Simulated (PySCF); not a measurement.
CH5AlF2O2Si, SMILES [OH][Al]([OH])[CH2][SiH](F)F.

Geometry optimised at PBE-D3(BJ)/def2-SVP. The structure was generated by enumeration; whether it is a known compound was not checked. The values are those of a single conformer.

Computed with PBE-D3(BJ)/def2-SVP (PySCF 2.14.0).

Frequencies are harmonic and unscaled.

Computed harmonic wavenumbers and intensities:
```
mode  ν (cm⁻¹)  IR (km/mol)    moving atoms (share of kinetic energy)
----  --------  -----------  ----------------------------------------
1           47          0.4                     F 51 %, O 31 %, H 9 %
2          112          4.3                    O 48 %, F 24 %, H 18 %
3          149          1.8                     H 72 %, F 14 %, O 8 %
4          154          2.6   O 42 %, F 19 %, Al 15 %, H 13 %, Si 8 %
5          162          2.3            F 42 %, O 26 %, H 16 %, Al 9 %
6          203         20.1  O 26 %, H 24 %, F 18 %, Al 17 %, Si 10 %
7          228          7.1                   Al 42 %, O 29 %, H 18 %
8          254         39.5            H 46 %, F 20 %, O 11 %, C 11 %
9          273        217.1             H 53 %, O 19 %, Al 9 %, F 9 %
10         294         57.4                   F 75 %, H 12 %, Si 10 %
11         378          5.9  Si 28 %, Al 22 %, F 20 %, H 16 %, O 11 %
12         508        243.4                            H 87 %, O 11 %
13         570         17.3                    C 48 %, H 29 %, O 10 %
14         581         11.6                            H 60 %, O 38 %
15         596         70.4                            H 46 %, C 36 %
16         688         75.3                    F 58 %, Si 29 %, H 9 %
17         700         20.4                            H 66 %, C 26 %
18         762         38.2                                    H 76 %
19         789         44.1                   H 39 %, O 30 %, Al 24 %
20         823        162.3            H 37 %, C 25 %, Si 24 %, F 8 %
21         849         58.1                     H 58 %, F 18 %, C 9 %
22         860        145.0                            H 63 %, C 25 %
23         908        122.3                    Al 49 %, O 41 %, H 9 %
24         948        228.3                   Si 41 %, H 28 %, F 23 %
25        1301         24.7                            H 90 %, C 10 %
26        2240        113.4                                    H 96 %
27        3031          3.2                                    H 95 %
28        3108          2.1                            H 90 %, C 10 %
29        3834         32.6                                    H 94 %
30        3837         85.1                                    H 94 %
```
